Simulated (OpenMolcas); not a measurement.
Ti: the spin-orbit constant, worked from levels

| Quantity | Value |
| --- | --- |
| Program | OpenMolcas |
| Basis | ANO-RCC-VTZP [6s5p3d2f1g] |
| Scalar Hamiltonian | DKH2, point nucleus |
| Active space | 4 electrons in 6 orbitals (3d 4s) |
| State averaging | 2S+1 = 5 even, 15 roots; 2S+1 = 3 even, 55 roots; 2S+1 = 1 even, 50 roots |
| Spin-orbit coupling | RASSI with atomic mean-field integrals over the reference wave functions, term energies averaged over their components |

Methods: CASSCF; MS-CASPT2, IPEA 0.25 Eh, imaginary shift 0.1 Eh (closed shells correlated: 3s 3p). Measured levels: NIST Handbook of Basic Atomic Spectroscopic Data.

**The spin-orbit constant.** For the Hund term ³F of d2, E(J) = (A/2) J(J+1) + constant and ζ = 2S·A = 2A. From J = 2 to J = 4 the energy changes by 7 A.

| Source | E(4) - E(2) | A | ζ |
| --- | --- | --- | --- |
| CASSCF | 327.5 | 46.8 | 94 |
| MS-CASPT2 | 331.9 | 47.4 | 95 |
| measured | 386.9 | 55.3 | 111 |

All in cm-1. MS-CASPT2 is off by -14.2 % and CASSCF by -15.4 %. Both methods take the spin-orbit matrix elements from the reference wave functions, so the second can move ζ only through the term energies and any multistate remixing. Second-order mixing with other terms is absorbed into this ζ.

CASPT2 breaks the degeneracy within a term, and the mean is taken; among the terms shown or strongly mixed into the levels shown the widest spread is 2700 cm-1 (3d² 4s² ³F, MS-CASPT2). Over all roots computed the reference weight is 0.80 to 0.91 in MS-CASPT2; the roots of lowest weight are the least certain, and an intruder state may touch them. Configurations are named by rounded mean occupations; where the s occupation lies near a half they are strongly mixed, a name can repeat and a true partner stay unpaired. Without dynamic correlation excited terms often stand tens of per cent too high (terms of higher spin than the ground term too low), and those without a measured partner can miss by more than the paired ones (holds for CASSCF). The lowest computed level is not the ground level that NIST lists (3F2) (holds for CASSCF). Computed and measured levels are paired by configuration, term and J; levels that our copy of the source lacks, or whose pairing is in doubt (as where it misses far off the trend of its configuration), stay unpaired and out of the deviations. Only configurations of the active space appear.
